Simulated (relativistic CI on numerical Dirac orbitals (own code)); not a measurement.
# Sc⁺ in a cubic cluster: 3p photoemission with charge transfer

Computed with a charge-transfer multiplet model of a cubic metal-ligand cluster with up to one ligand hole, Slater and spin-orbit integrals from Dirac-Coulomb-Breit ions, Slater integrals scaled by 0.9. The ground state mixes d2 with configurations of k ligand holes L, whose averages lie at kΔ + k(k − 1)U_dd/2; a core hole lowers each added d electron by U_cd. 20 K, Lorentzian 0.9 eV and Gaussian 0.8 eV FWHM.

Atomic integrals in eV (Slater integrals scaled, ζ unscaled), ground: F2dd 5.299, F4dd 3.246, zeta_d 0.005; with the core hole: F2dd 6.955, F4dd 4.333, zeta_d 0.009, zeta_core 0.324, F2cd 7.879, G1cd 9.860, G3cd 5.915.

Cluster parameters (eV): Δ = 8.8, U_dd = 3.7, U_cd = 4.7, 10Dq = 1.05, 10Dq(ligand) = 1.2, final-state hopping factor = 1.

```csv
Case,n_d,d2,d3L,S
"V(eg) = 0.65 eV, V(t2g) = -0.32 eV",2.03,0.97,0.03,1.00
"V(eg) = 1.25 eV, V(t2g) = -0.62 eV",2.08,0.92,0.08,1.00
"V(eg) = 1.55 eV, V(t2g) = -0.77 eV",2.11,0.89,0.11,1.00
"V(eg) = 2.15 eV, V(t2g) = -1.07 eV",2.16,0.84,0.16,1.00
"V(eg) = 2.45 eV, V(t2g) = -1.22 eV",2.19,0.81,0.19,1.00
```

Weights, n_d and S are thermal averages at 20 K. Binding energies count from the first peak over 30 % of the highest in each spectrum, which can be another peak from case to case. The parameters are a model scan and need not match a compound or its usual spin state. Peaks in eV (height, largest 100):
- V(eg) = 0.65 eV, V(t2g) = -0.32 eV: 0.0 (100), 10.3 (12), 14.4 (10)
- V(eg) = 1.25 eV, V(t2g) = -0.62 eV: 0.0 (100), 10.3 (12), 14.4 (9)
- V(eg) = 1.55 eV, V(t2g) = -0.77 eV: 0.0 (100), 10.3 (13), 14.5 (9)
- V(eg) = 2.15 eV, V(t2g) = -1.07 eV: 0.0 (100), 10.6 (13), 13.5 (6), 14.6 (7)
- V(eg) = 2.45 eV, V(t2g) = -1.22 eV: 0.0 (100), 10.5 (12), 13.5 (8)

For the case V(eg) = 1.55 eV, V(t2g) = -0.77 eV, Δ = 8.8 eV is larger than U_dd = 3.7 eV, the Mott-Hubbard side of the Zaanen-Sawatzky-Allen scheme. With the core hole the average of the configuration with one ligand hole lies at Δ − U_cd = 4.1 eV before mixing: the effective hopping of about 3.4 eV (from the holes of the mixed ground state) is comparable with this gap or larger, so the configurations mix strongly.

With at most 1 ligand hole the space is cut while the next configuration still counts, so covalency is underestimated, and a final configuration with one more ligand hole, which can lie low, is missing from the spectra.
